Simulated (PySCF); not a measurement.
## Radial density of Li (lithium, neutral)

M06-2X, [He] 2s1, 2S determinant. All numbers are calculated (PySCF 2.14, the spin-free X2C one-electron Hamiltonian (Gaussian nucleus), in jorge-DZP-DKH).

```csv
r (bohr),4πr²ρ (e/bohr),4πr²(ρα − ρβ)
0.00703,0.008085,0.0002
0.0118,0.02246,0.0004
0.0199,0.06077,0.0012
0.0335,0.1576,0.0030
0.0563,0.3897,0.0073
0.0946,0.8779,0.0160
0.159,1.709,0.0294
0.268,2.604,0.0394
0.450,2.693,0.0276
0.758,1.508,-0.0011
1.27,0.3532,0.0312
2.14,0.2190,0.2052
3.60,0.2681,0.2681
6.06,0.07016,0.0702
10.2,0.001981,0.0020
```

Densities and radii are taken from the X2C orbitals without a picture-change correction, which distorts them close to the nucleus.
